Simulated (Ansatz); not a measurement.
`C=C=C(O)F` + `N[SiH3]` → `C=C=C(F)N[SiH3]` + H₂O  (substitution at a C–O bond)

Program: Ansatz. Geometries: PBE0-D4/def2-TZVP. ΔE: electronic, gas phase. CBS: MP2 limit from def2 TZ/QZ plus the TZ coupled-cluster correction, frozen cores. This one scheme is used for every species. DFT in def2-TZVPP. Each species was taken in one conformer, which may not be the lowest.

```tsv
level	ΔE (kJ/mol)
r2SCAN-D4	-19.7
PBE	-16.6
r2SCAN	-17.7
SCS-MP2/def2-TZVPP	-26.1
CCSD/def2-TZVPP	-23.5
SCS-MP2/def2-QZVPP	-28.5
HF/CBS(def2)	-11.0
CCSD/CBS(def2)	-27.5
```

Question: What does CCSD(T)/CBS give? (Estimate.)

Answer: The calculation gave: -29.4 kJ/mol. The listed levels differ from it by 9.7, 12.8, 11.7, 3.3, 5.9, 0.9, 18.4, 1.9 kJ/mol.

Largest T1 diagnostic among the species: 0.013.

In def2-TZVPP, CCSD(T) changes the Hartree–Fock value by −15.2 kJ/mol (the triples alone add −1.9 kJ/mol) and MP2 by −20.5 kJ/mol. The D4 term adds −9.7 kJ/mol with B3LYP and −5.6 kJ/mol with PBE0; it sums over pairs of atoms, weighted by their polarisabilities, and B3LYP, whose exchange is more repulsive, gets the larger term.

B3LYP here is the variant with VWN-RPA as its local correlation; programs differ in this.
